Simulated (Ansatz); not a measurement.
Born–Oppenheimer molecular dynamics of CH$_{8}$GaN (11 atoms, charge 0, multiplicity 1). It starts at the highest image of a converged band, a first-order saddle point between two minima.

Computed with Ansatz 0.2.0, RKS PBE0-D4/def2-mTZVP.

```yaml
ensemble: NVE (velocity Verlet)
time_step: 0.5 fs
steps_asked: 200
starting_velocities_drawn_for: 300 K
seed: 5997
```

First frame:

```xyz
11
Properties=species:S:1:pos:R:3
Ga 0.009 0.449 -0.188
H 0.018 -0.069 1.663
C 1.754 -0.063 -0.931
H 1.784 -1.121 -1.199
H 1.959 0.513 -1.838
H 2.560 0.131 -0.222
H -1.435 0.089 -0.680
N 0.048 2.122 0.868
H 0.895 2.676 0.895
H -0.762 2.728 0.895
H 0.028 0.921 1.645
```

Task: How far do the bonds stretch over the last three quarters of this one trajectory? (Pairs bonded in most of those frames.)

Result: 
```
  bond  mean (Å)  spread (Å)  shortest  longest
Ga1–C3     1.970       0.009      1.96     1.99
Ga1–H7     1.575       0.040      1.52     1.64
Ga1–N8     1.860       0.079      1.74     1.99
H2–H11     0.756       0.050      0.68     0.84
 C3–H4     1.094       0.017      1.06     1.13
 C3–H5     1.096       0.021      1.06     1.13
 C3–H6     1.097       0.035      1.04     1.15
 N8–H9     1.014       0.005      1.00     1.02
N8–H10     1.013       0.004      1.01     1.02
```

Mean temperature of the second half: 833 K. The conserved energy stayed within 0.34 meV per atom of its start (net change 0.14 meV per atom), so the integration is sound. The kinetic energy rose, since the run started high on the potential surface and went downhill. It ends in pieces (CH6GaN + H2), so much of that is their flight and rotation, not heat. A run of 0.1 ps of so small a system gives no equilibrium averages. The orbitals stay closed-shell, which can raise the energy where a bond breaks towards radicals; this wasn't checked here.

Time of the run: 5 min on 2 threads of INTEL(R) XEON(R) PLATINUM 8581C CPU @ 2.30GHz (Emerald Rapids), with other jobs on the host, peak memory 0.22 GiB.
